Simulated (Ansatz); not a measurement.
# A ladder of methods for InHCl (SMILES [Cl][InH])

InHCl: 3 atoms, total charge 0, spin state doublet. As SMILES, `[Cl][InH]`. Geometry: relaxed at PBE0-D4/def2-TZVP.

```xyz
3

Cl   -1.6498    0.3968   -0.8674
In    0.4095    0.5424    0.2861
H     1.2294   -1.0039    0.5681
```

Quantity: the energy change with the In2–H3 bond stretched from 1.773 to 4.432 Å, in eV. The values are calculated.

```csv
level,kind,program,value (eV),CPU time (all runs)
USVWN5/STO-3G,LDA,Ansatz,3.26,3.8 s
UB3LYP/STO-3G,global hybrid,Ansatz,2.87,7.9 s
U-wB97X/STO-3G,range-separated hybrid,Ansatz,?,28 s
UCAM-B3LYP/STO-3G,range-separated hybrid,Ansatz,?,9.3 s
UHSE06/STO-3G,range-separated hybrid,Ansatz,2.78,8 s
UB2PLYP/STO-3G,double hybrid,Ansatz,2.62,8.4 s
UCCSDT(Q)/STO-3G,coupled cluster or CI,Ansatz,2.23,12 s
FCI/STO-3G,exact in the basis,Ansatz,2.23,4.3 s
```

**Question.** Estimate the missing values from the other rows.

**Answer.** As computed at these levels: U-wB97X/STO-3G: 2.89 eV; UCAM-B3LYP/STO-3G: 2.95 eV. All-electron rows without a relativistic Hamiltonian named are non-relativistic. The first shape isn't each level's own minimum. The values span 2.23 to 3.26 eV. All rows use very small basis sets, so even the best lies far from the true value. In the correlated wave-function rows the outer d shell of In is correlated, in sets not made for it. CPU times are rough (shared hosts, several kinds of processor): they show what a rung costs within a factor of a few.
